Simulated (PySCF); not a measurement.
Pr⁴²⁺: ionisation energy

Pr⁴²⁺ [Ne] 3s2 3p5 [3p1/2^2 3p3/2^3, M_J = 3/2] → Pr⁴³⁺ [Ne] 3s2 3p4 [3p1/2^2 3p3/2^2, M_J = 2], as a difference of total energies. Calculation: PySCF 2.14, in an even-tempered Gaussian basis (18 s from 9.4 bohr⁻², ratio 2.4; 14 p from 12 bohr⁻², ratio 2.4; 4 d from 46 bohr⁻², ratio 2.6; 4 f from 69 bohr⁻², ratio 2.6); the two-component X2C-1e Hamiltonian. Correlated levels: 1s2 frozen; the 54 highest virtual spinors dropped. "Screened" scales the spin-orbit matrix elements by Boettger's factors to mimic the two-electron term; Breit and QED terms are absent.

```csv
method,ionisation energy (eV)
GHF (spin-free),3354.6
GMP2 (spin-free),3355.7
GHF (screened spin-orbit),3320.3
GMP2 (screened spin-orbit),3321.4
```

Breit and QED terms and the two-electron picture change are absent.

The spin-free rows relax to the high-spin LS determinant and lack the spin-orbit shift.

The labels give the starting determinants; with spin-orbit coupling the two ends relaxed to ⟨J²⟩ = 3.75, ⟨L²⟩ = 2.02, ⟨S²⟩ = 0.77 and ⟨J²⟩ = 6.00, ⟨L²⟩ = 3.18, ⟨S²⟩ = 1.43.

For comparison: 3319 ± 4 eV (theoretical estimate listed by NIST; NIST Atomic Spectra Database, ionization energies).
